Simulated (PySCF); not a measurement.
# Electron correlation in Nb(2+) (niobium, charge +2)

[Kr] 4d3, high-spin 4F determinant. Computed with PySCF 2.14 in ANO-RCC-VTZP (7s6p4d2f1g, 68 functions), with scalar relativity by spin-free X2C-1e. Frozen: [Ar] 3d10; 11 electrons correlated.

MP2 pair energies summed by pair of shells (mhartree):

| pair | energy | share (%) |
| --- | --- | --- |
| 4p-4p | -100.86 | 38.0 |
| 4p-4d | -95.71 | 36.1 |
| 4s-4p | -34.78 | 13.1 |
| 4d-4d | -15.30 | 5.8 |
| 4s-4d | -12.84 | 4.8 |
| 4s-4s | -5.70 | 2.1 |

Total MP2 correlation energy: -265.20 mhartree.

Same-spin part -78.10 and opposite-spin part -187.10 mhartree; SCS-MP2 scales them by 1/3 and 6/5 to -250.55 mhartree.
